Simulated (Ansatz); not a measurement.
Reaction (substitution at a C–C bond): `C[CH](C)[SbH2]` + H₂S → `C[CH](S)[SbH2]` + CH₄

Computed with Ansatz on PBE0-D4/def2-TZVP structures; ΔE is electronic, products minus reactants. CCSD(T)/CBS is the MP2 limit (def2-TZVPP, def2-QZVPP) plus CCSD(T) − MP2 in def2-TZVPP, frozen cores. This one scheme is used for every species. Functionals use def2-TZVPP. B3LYP here is the variant with VWN-RPA as its local correlation; programs differ in this. def2 core potentials past Kr. For Sb outer-core shells are correlated without core-valence functions, which leaves a few kJ/mol of doubt a bond. One conformer a species, not always the lowest.

Question: Is it downhill or uphill in electronic energy at CCSD(T)/CBS, and by how much? (An estimate is asked.)

Answer: The calculation gave: Nearly level: ΔE = +0.5 kJ/mol.

Question: What do these levels give: PBE-D4, PBE0-D4, B3LYP-D4, ωB97M-V, PBE, r2SCAN, B3LYP, CCSD(T)/def2-TZVPP, HF/def2-QZVPP, MP2/def2-QZVPP, SCS-MP2/def2-QZVPP, MP2/CBS(def2)? (An estimate is asked.)

Answer: Ansatz gave: PBE-D4 -3.7, PBE0-D4 -0.5, B3LYP-D4 -2.2, ωB97M-V 1.0, PBE -2.4, r2SCAN -1.8, B3LYP 0.2, CCSD(T)/def2-TZVPP 4.6, HF/def2-QZVPP 6.4, MP2/def2-QZVPP -2.3, SCS-MP2/def2-QZVPP -0.8, MP2/CBS(def2) -4.1 kJ/mol.

Largest T1 diagnostic among the species: 0.012.

From PBE to PBE0 (25 % exact exchange), in def2-TZVPP and without D4, ΔE moves by +3.0 kJ/mol.
